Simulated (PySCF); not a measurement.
# Ionisation energy of Cd²⁺ by level of theory

Cd²⁺ [Kr] 4d10 (1S) → Cd³⁺ [Kr] 4d9 (2D), as a difference of total energies. All numbers are calculated (PySCF 2.14, scalar relativity through the core potential, in def2-QZVPPD with the def2 core potential (28 electrons)). Correlated levels: valence: 4s2 4p6 frozen. The calculations carry no spin-orbit coupling.

```
           method  ionisation energy (eV)  difference from reference (eV)
              UHF                  35.934                          -1.534
    MP2 (valence)                  37.969                          +0.501
SCS-MP2 (valence)                  37.746                          +0.278
   CCSD (valence)                  37.609                          +0.141
CCSD(T) (valence)                  37.705                          +0.237
```

Reference: 37.468 ± 0.006 eV (measured; NIST Atomic Spectra Database, ionization energies).

The reference lies between the lowest fine-structure levels, while these numbers refer to the centres of the terms.

Errors of the correlated levels include the incompleteness of this basis and the frozen core.
